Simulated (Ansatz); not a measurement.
Relaxation of BCl2H3S (7 atoms, charge 0, multiplicity 1), to a largest force component of 0.03 eV/Å in at most 50 steps.

Computed with RKS PBE-D4/def2-SVP (Ansatz).

```xyz
7
Properties=species:S:1:pos:R:3:forces:R:3
B -0.037 -0.541 -0.400 0.04 -0.86 0.03
Cl -0.220 0.215 2.565 0.15 -0.83 -0.09
H 0.971 0.123 -0.392 0.01 -0.02 0.00
Cl -1.569 0.143 -0.904 0.02 -0.01 -0.01
S 0.149 -2.356 -0.034 -0.06 0.87 -0.11
H -1.168 -2.685 -0.181 0.00 0.02 0.01
H -0.001 -1.058 2.210 -0.16 0.83 0.17
```

Task: Where does it end, and by what steps?

Result: The run converged. After 7 steps the energy has fallen by 0.080 eV; Cl2 moved furthest, 0.41 Å.

```csv
step,energy less start (eV),largest force component (eV/Å),accepted
0,0.0000,0.874,yes
1,-0.0324,1.006,yes
2,-0.0622,0.620,yes
3,-0.0478,0.547,no
4,-0.0705,0.224,yes
5,-0.0743,0.131,yes
6,-0.0778,0.147,yes
7,-0.0799,0.020,yes
```

```xyz
7
Properties=species:S:1:pos:R:3
B -0.025 -0.554 -0.547
Cl -0.252 0.027 2.930
H 0.985 0.108 -0.592
Cl -1.555 0.122 -1.063
S 0.155 -2.253 0.033
H -1.161 -2.613 -0.046
H -0.020 -0.995 2.148
```

Whether the end is a true minimum wasn't checked by a vibrational analysis.

The run took 18 s on 1 thread of Arm Neoverse V2, on a shared host, peak memory 0.12 GiB.
